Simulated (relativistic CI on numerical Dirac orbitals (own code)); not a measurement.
**W5+: 4d photoemission**

Computed with this model: Dirac-Coulomb-Breit CI, orbitals from a KLI potential per configuration, model QED, multiplet model of photoemission in the sudden approximation, unscaled Slater integrals; configurations [Xe] 4f14 5d → [Kr] 4d9 4f14 5s2 5p6 5d; 300 K; Lorentzian 3.5 eV and Gaussian 0.6 eV FWHM. Energies are those of the free ion, without screening or charge transfer. The energies are binding energies and can lie tens of eV above those of solids. S is read from ⟨S²⟩ = S(S + 1).

Computed curve for free ion, scaled to 100 at the maximum (points under 2 are left out and the grid is thinned):

(Energy (eV), Intensity): (304.2, 2.0), (305.0, 2.2), (306.2, 2.7), (307.0, 3.0), (308.2, 3.7), (309.0, 4.4), (310.2, 5.7), (311.0, 6.9), (312.2, 9.6), (313.0, 12.4), (314.2, 19.8), (315.0, 28.5), (316.2, 53.1), (317.0, 77.9), (318.2, 100.0), (319.0, 85.1), (320.2, 49.3), (321.0, 33.4), (322.2, 21.0), (323.0, 16.8), (324.2, 13.6), (325.0, 13.0), (326.2, 14.4), (327.0, 17.3), (328.2, 27.0), (329.0, 39.6), (330.2, 61.8), (331.0, 62.6), (332.2, 42.4), (333.0, 29.0), (334.2, 17.9), (335.0, 14.7), (336.2, 10.9), (337.0, 8.3), (338.2, 5.6), (339.0, 4.5), (340.2, 3.4), (341.0, 2.9), (342.2, 2.4), (343.0, 2.1)

The ground state has S = 0.50, and the centroid lies at 323.22 eV.
